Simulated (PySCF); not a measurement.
Ga(Br)2(NH2) (Br₂GaH₂N), SMILES [Br][Ga]([NH2])[Br].

Coordinates come from a r2SCAN-D4/def2-SVP optimisation. The structure was generated by enumeration; whether it is a known compound was not checked. Other conformers were not sampled.

Two levels are set side by side: TDA-PBE/def2-SVPD (PySCF) and TDA-PBE0/def2-SVPD (PySCF). Vertical, same geometry. The lowest singlet is HOMO→LUMO 99 % with PBE and HOMO→LUMO 99 % with the other functional; states are paired by order. Differences are taken from unrounded values.

```tsv
quantity	TDA-PBE
lowest singlet excitation (eV)	4.47
lowest triplet excitation (TDA) (eV)	4.16
first bright state (f over 0.05) (eV)	5.93
its oscillator strength	0.14
```

Q: These are the TDA-PBE values. What does TDA-PBE0 give? (Estimate from the structure and the level; the computed values follow.)

A: 
```
quantity                               TDA-PBE0  TDA-PBE minus TDA-PBE0
-------------------------------------  --------  ----------------------
lowest singlet excitation (eV)             5.23                   -0.77
lowest triplet excitation (TDA) (eV)       4.86                   -0.70
first bright state (f over 0.05) (eV)      6.52                   -0.59
its oscillator strength                    0.16                   -0.03
```

Functionals without exact exchange tend to place singlet excitations lower, as here. Differences between two approximate levels are no errors against the true value.

Rough cost on one machine, each run with all the roots and properties that it gave: TDA-PBE0 against TDA-PBE within a factor of 2.
